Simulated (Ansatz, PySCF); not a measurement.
The pair A = C2H6 (SMILES CC) (first 8 atoms), B = C2H6O (SMILES COC); geometry from B3LYP-D3(BJ)/def2-TZVP.
(charge 0, multiplicity 1):
```xyz
17

C     -0.324     0.762     0.030
C      0.173    -0.680    -0.035
H     -1.385     0.826    -0.221
H      0.218     1.397    -0.674
H     -0.189     1.175     1.030
H     -0.375    -1.320     0.660
H      1.231    -0.746     0.224
H      0.051    -1.103    -1.035
C      1.177    -0.338     3.699
O      0.102     0.557     3.519
C     -1.152    -0.059     3.706
H      1.125    -1.175     2.991
H      1.192    -0.745     4.719
H      2.097     0.218     3.525
H     -1.305    -0.882     2.996
H     -1.916     0.699     3.541
H     -1.255    -0.456     4.725
```

Run with Ansatz (Gaussian basis) for Hartree–Fock, density functionals and correlated methods; PySCF for the dispersion terms. 

The monomers are drawn apart, rigid, along the line of their centres of mass. Counterpoise-corrected interaction energies (kcal/mol):

```csv
level,R = 4.682 Å,R = 5.714 Å
PBE/def2-TZVPPD,-0.3206,-0.0704
PBE-D3(BJ)/def2-TZVPPD,-0.8459,-0.2426
wB97M-V/def2-TZVPPD,-0.6556,-0.2177
```

Problem. R is the distance of the centres of mass. Find the local exponent m of E ∝ R⁻ᵐ between the two points.

Solution. 
m = ln(E₁/E₂)/ln(R₂/R₁): PBE/def2-TZVPPD 7.6; PBE-D3(BJ)/def2-TZVPPD 6.3; wB97M-V/def2-TZVPPD 5.5. For scale, two fixed dipoles give m = 3, dipole and quadrupole 4, quadrupoles 5, and dispersion or dipole-induced dipole 6 at long range; at these distances several terms mix, and what is left of overlap and damping shifts m, so it need not match one of them.

Ansatz is an electronic-structure program.
